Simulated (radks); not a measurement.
The titanium ion Ti+, configuration [Ar] 3d2 4s1 (the NIST ground configuration).

Method: scalar-relativistic Kohn-Sham, PBEsol, spin-polarised, spherical densities, point nucleus; open shells are filled with parallel spins first; computed with a radial shooting solver on a logarithmic mesh with Libxc functionals.

Energy parts (hartree):
part                       energy
total                  -852.38252
kinetic                 859.46789
electron-nucleus      -2022.16794
Hartree                 351.15082
exchange-correlation    -40.83328

Orbitals (lengths in bohr, moments of r in powers of bohr; r(max) is where P^2 peaks):
orbital  occ.  eigenvalue (hartree)      <r^4>      <r>   r(max)   <1/r>
1s up       1             -178.9712  0.0001095  0.06965  0.04559   21.79
1s down     1             -178.9702  0.0001095  0.06965  0.04559   21.78
2s up       1             -19.97473    0.02765   0.3254   0.2692   4.541
2s down     1             -19.95239    0.02753   0.3251   0.2691   4.544
2p up       3             -16.58045    0.02230   0.2902   0.2196   4.446
2p down     3             -16.56294    0.02217   0.2899   0.2195   4.449
3s up       1              -2.58810      2.242    1.009   0.8698   1.395
3s down     1              -2.51928      2.227    1.008   0.8698   1.396
3p up       3              -1.71862      3.425    1.088   0.9023   1.263
3p down     3              -1.64885      3.386    1.085   0.9020   1.264
3d up       2              -0.44571      22.52    1.514   0.9794  0.8931
4s up       1              -0.40343      187.9    3.114    2.713  0.4187
3d down     0              -0.37107      21.84    1.500   0.9768  0.8999

The highest occupied level is 4s up at -10.978 eV. Summed over all electrons, <r^2> = 28.58 bohr^2, which gives a Langevin (diamagnetic) susceptibility term of -22.6 x 10^-6 cm^3/mol. For comparison, the ionisation energy in NIST's Atomic Spectra Database is 13.576 eV (measured). In exact Kohn-Sham theory the highest level is minus the ionisation energy, but local and semilocal functionals leave it too shallow, through self-interaction and a potential that decays too fast; potentials with the right tail come closer. Spin moment in Bohr magnetons: 3.
